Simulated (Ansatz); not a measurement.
A nudged elastic band was laid between two geometries of CH6O2Si2 (11 atoms, charge 0, multiplicity 1).

Computed with Ansatz 0.2.0, RKS PBE0/def2-SVP.

* movable images: 5
* climbing image: yes
* spring: 5.0 eV/Å²
* optimiser: quadratic models (default)
* start path: through a guess of the saddle point
* force threshold: 0.05 eV/Å
* iteration limit: 60
* end points: relaxed

First end point:

```xyz
11
Properties=species:S:1:pos:R:3
C 0.635 1.104 0.172
O -0.631 0.946 0.799
Si -1.452 -0.495 0.588
O -0.406 -1.345 -0.401
Si 1.000 -0.518 -0.798
H 1.404 1.308 0.939
H 0.610 1.985 -0.493
H -1.648 -1.198 1.885
H -2.760 -0.272 -0.085
H 1.106 -0.323 -2.273
H 2.206 -1.249 -0.312
```

Last end point:

```xyz
11
Properties=species:S:1:pos:R:3
C 0.722 1.259 0.096
O -0.676 1.006 0.356
Si -1.158 -0.546 0.506
O 0.180 -1.378 -0.222
Si 1.514 -0.104 -1.072
H 1.249 1.349 1.064
H 0.794 2.245 -0.393
H -1.229 -1.077 1.896
H -2.403 -0.817 -0.249
H 0.486 0.139 -2.180
H 0.587 -2.134 0.219
```

Task: Which bonds break or form, and what moves?

Result: Bonds broken: Si5–H11. Bonds formed: O4–H11.

Task: Give the energies along the band, and the barrier.

Result: The forces met the threshold. The highest image is number 4 of 0 to 6, 310.4 kJ/mol above the first end and 89.6 kJ/mol above the last; the last end lies 220.8 kJ/mol above the first. Neighbouring images differ by up to 1.6 eV, so the band resolves the path poorly. A vibrational analysis at the climbing image gives one clearly imaginary mode, 1496i cm⁻¹: a first-order saddle point. The orbitals stay closed-shell, which can raise the energy where a bond breaks towards radicals; this wasn't checked here.

```csv
image,path coordinate (Å),energy (kJ/mol),Si5–H11 (Å),O4–H11 (Å)
0,0.00,0.0,1.49,2.61
1,0.56,1.1,1.49,2.60
2,1.12,25.5,1.48,2.35
3,1.68,152.9,1.49,1.84
4,2.24,310.4,1.64,1.25
5,2.88,233.8,2.26,0.97
6,3.53,220.8,2.58,0.96
```

Task: What is the geometry of the highest image?

Result: 
```xyz
11
Properties=species:S:1:pos:R:3
C 0.656 1.188 0.148
O -0.752 1.014 0.276
Si -1.276 -0.540 0.539
O -0.137 -1.418 -0.372
Si 1.342 -0.316 -0.876
H 1.129 1.252 1.146
H 0.844 2.146 -0.363
H -1.175 -0.968 1.961
H -2.653 -0.685 0.008
H 1.045 0.025 -2.315
H 1.043 -1.753 -0.132
```

Time of the run: 5.4 min on 2 threads of Arm Neoverse N1, with other jobs on the host, peak memory 0.25 GiB.
